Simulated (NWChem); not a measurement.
# C$_{4}$H$_{4}$F$_{2}$; SMILES FC1=C(F)CC1

```xyz
10

F      1.6090     0.0000     1.1439
C      0.6673     0.0000     0.2004
C     -0.6673     0.0000     0.2004
F     -1.6090     0.0000     1.1439
C     -0.7895     0.0000    -1.3021
C      0.7895     0.0000    -1.3021
H     -1.2386     0.8948    -1.7465
H     -1.2386    -0.8948    -1.7465
H      1.2386    -0.8948    -1.7465
H      1.2386     0.8948    -1.7465
```
Atoms are numbered in this order, from 1.

All runs: NWChem. Pople sets run with spherical d functions. Coordinates come from a B3LYP/6-31G* (spherical d) optimisation. Level: B3LYP/6-31G* with SMD (1 M gas to 1 M solution), gas-phase geometry.

**Question.** What does the run give for solvent water? Quantities: solvation free energy (kcal/mol); cavity-dispersion-structure term (kcal/mol); dipole in solution (D).

**Answer.** 
```json
{
 "solvation free energy (kcal/mol)": "1.3",
 "cavity-dispersion-structure term (kcal/mol)": "3.6",
 "dipole in solution (D)": "2.58"
}
```
